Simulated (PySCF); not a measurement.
Isomers of C8H15PS.

All values: PBE0/pcSseg-1 (PySCF) at PBE0-D3(BJ)/def2-SVP geometries, gas phase, one conformer each.

Task: Rank by LUMO energy, highest first.
A. `[CH3:1][CH:2]([CH3:3])[CH2:4][P:5]1(=[S:6])[CH2:7][CH:8]=[CH:9][CH2:10]1` with C1–C2–C4–P5 174°, C2–C4–P5–S6 -40°, C4–P5–C7–C8 -89°, P5–C7–C8–C9 -14°, C8–C9–C10–P5 14°, C4–P5–C10–C9 87°
B. `[CH3:1][CH2:2][C:3]1=[C:4]([CH3:5])[CH2:6][P@:7]([CH3:8])(=[S:9])[CH2:10]1` with C1–C2–C3–C4 -102°, C3–C4–C6–P7 -17°, C4–C6–P7–C8 -82°, C6–P7–C10–C3 -23°, C2–C3–C10–P7 -162°
C. `[CH2:1]=[CH:2][P@@:3](=[S:4])([C:5](=[CH2:6])[CH3:7])[CH:8]([CH3:9])[CH3:10]` with C1–C2–P3–S4 0°, C2–P3–C5–C6 48°, C2–P3–C8–C9 65°
D. `[CH2:1]=[CH:2][CH2:3][P:4]1(=[CH2:5])[CH2:6][CH2:7][S:8][CH2:9][CH2:10]1` with C1–C2–C3–P4 113°, C2–C3–P4–C5 164°, C3–P4–C6–C7 -75°, P4–C6–C7–S8 -57°, C6–C7–S8–C9 63°, C7–S8–C9–C10 -67°

Result: B (-0.03 eV), A (-0.23 eV), D (-0.35 eV), C (-0.92 eV).

Task: Rank by HOMO–LUMO gap, highest first.
A. `[CH3:1][CH2:2][C:3]1=[C:4]([CH3:5])[CH2:6][P@:7]([CH3:8])(=[S:9])[CH2:10]1` with C1–C2–C3–C4 -102°, C3–C4–C6–P7 -17°, C4–C6–P7–C8 -82°, C6–P7–C10–C3 -23°, C2–C3–C10–P7 -162°
B. `[CH2:1]=[CH:2][P@:3](=[S:4])([CH:5]([CH3:6])[CH3:7])[CH:8]1[CH2:9][CH2:10]1` with C1–C2–P3–S4 -2°, C2–P3–C5–C6 -171°, C2–P3–C8–C9 37°
C. `[CH2:1]=[CH:2][CH2:3][P:4]1(=[CH2:5])[CH2:6][CH2:7][S:8][CH2:9][CH2:10]1` with C1–C2–C3–P4 113°, C2–C3–P4–C5 164°, C3–P4–C6–C7 -75°, P4–C6–C7–S8 -57°, C6–C7–S8–C9 63°, C7–S8–C9–C10 -67°

Result: A (6.24 eV), B (5.41 eV), C (4.56 eV).

All values together:

| SMILES | μ (D) | HOMO (eV) | LUMO (eV) | lowest IAO charge (e) | highest IAO charge (e) | lowest Hirshfeld charge (e) | highest Hirshfeld charge (e) |
| --- | --- | --- | --- | --- | --- | --- | --- |
| C=C[P@](=S)(C(C)C)C1CC1 | 4.60 | -6.21 | -0.80 | -0.642 (S) | +1.089 (P) | -0.317 (S) | +0.348 (P) |
| CC(C)CP1(=S)CC=CC1 | 4.47 | -6.35 | -0.23 | -0.621 (S) | +1.068 (P) | -0.328 (S) | +0.354 (P) |
| C=CCP1(=C)CCSCC1 | 2.63 | -4.91 | -0.35 | -0.967 (C) | +1.214 (P) | -0.341 (C) | +0.365 (P) |
| C=C[P@@](=S)(C(=C)C)C(C)C | 4.18 | -6.34 | -0.92 | -0.637 (S) | +1.062 (P) | -0.292 (S) | +0.349 (P) |
| CCC1=C(C)C[P@](C)(=S)C1 | 5.47 | -6.27 | -0.03 | -0.650 (C) | +1.101 (P) | -0.356 (S) | +0.348 (P) |

Conformers: `[CH2:1]=[CH:2][P@:3](=[S:4])([CH:5]([CH3:6])[CH3:7])[CH:8]1[CH2:9][CH2:10]1` with C1–C2–P3–S4 -2°, C2–P3–C5–C6 -171°, C2–P3–C8–C9 37°; `[CH3:1][CH:2]([CH3:3])[CH2:4][P:5]1(=[S:6])[CH2:7][CH:8]=[CH:9][CH2:10]1` with C1–C2–C4–P5 174°, C2–C4–P5–S6 -40°, C4–P5–C7–C8 -89°, P5–C7–C8–C9 -14°, C8–C9–C10–P5 14°, C4–P5–C10–C9 87°; `[CH2:1]=[CH:2][CH2:3][P:4]1(=[CH2:5])[CH2:6][CH2:7][S:8][CH2:9][CH2:10]1` with C1–C2–C3–P4 113°, C2–C3–P4–C5 164°, C3–P4–C6–C7 -75°, P4–C6–C7–S8 -57°, C6–C7–S8–C9 63°, C7–S8–C9–C10 -67°; `[CH2:1]=[CH:2][P@@:3](=[S:4])([C:5](=[CH2:6])[CH3:7])[CH:8]([CH3:9])[CH3:10]` with C1–C2–P3–S4 0°, C2–P3–C5–C6 48°, C2–P3–C8–C9 65°; `[CH3:1][CH2:2][C:3]1=[C:4]([CH3:5])[CH2:6][P@:7]([CH3:8])(=[S:9])[CH2:10]1` with C1–C2–C3–C4 -102°, C3–C4–C6–P7 -17°, C4–C6–P7–C8 -82°, C6–P7–C10–C3 -23°, C2–C3–C10–P7 -162°.
